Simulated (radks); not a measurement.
Problem. The mean radii <r> (bohr) of the occupied orbitals of an atom or ion are listed with their occupations. All-electron calculation, Dirac Kohn-Sham, BP86, spin-unpolarised, spherical densities, finite nucleus; Fermi nuclear charge, rms radius of each element as measured or else 0.836 A^(1/3) + 0.57 fm. Program: a radial shooting solver on a logarithmic mesh with Libxc functionals.

orbital  occ.      <r>
1s1/2       2  0.02037
2s1/2       2  0.08561
2p1/2       2  0.07120
2p3/2       4  0.07841
3s1/2       2   0.2182
3p1/2       2   0.2072
3p3/2       4   0.2194
3d3/2       4   0.1916
3d5/2       4   0.1953

Name the element and its charge. Open shells, if any, fill j = l - 1/2 first.

Solution. Z = 68, erbium, charge +42: Er42+ in [Ar] 3d8. The 1s radius gives Z: for a bare nucleus <r> = (2 gamma + 1)/(2Z) with gamma = sqrt(1 - (Z/c)^2), 0.02012 bohr for Z = 68, and screening makes it slightly larger (0.02037 here). The occupations add up to 26, and the charge is Z minus that.
